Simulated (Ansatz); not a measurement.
Calculated with Ansatz (gas phase, PBE0-D4/def2-TZVP geometries, no zero-point term in ΔE). CCSD(T)/CBS is the MP2 limit (def2-TZVPP, def2-QZVPP) plus CCSD(T) − MP2 in def2-TZVPP, frozen cores. This one scheme is used for every species. DFT in def2-TZVPP. One conformer a species, not always the lowest.

Consider the cleavage of the Si–Si bond: `CO[SiH2][Si](O)(O)F` + H–F → `O[Si](O)(F)F` + `CO[SiH3]`.

CCSD(T)/CBS gives -168.0 kJ/mol.

(1) Another level gave -148.3 kJ/mol. Which?
A. ωB97X-V/def2-TZVPP
B. PBE-D4/def2-TZVPP
C. MP2/def2-TZVPP
D. PBE/def2-TZVPP

Largest T1 diagnostic among the species: 0.012.

Answers

(1) D. PBE -148.3, ωB97X-V -166.6, MP2/def2-TZVPP -174.7, PBE-D4 -141.5 kJ/mol.

The D4 term adds +10.8 kJ/mol with B3LYP and +6.4 kJ/mol with PBE0; it sums over pairs of atoms, weighted by their polarisabilities, and B3LYP, whose exchange is more repulsive, gets the larger term. In def2-TZVPP, CCSD(T) changes the Hartree–Fock value by +33.7 kJ/mol (the triples alone add +5.1 kJ/mol) and MP2 by +30.3 kJ/mol.

B3LYP here is the variant with VWN-RPA as its local correlation; programs differ in this.
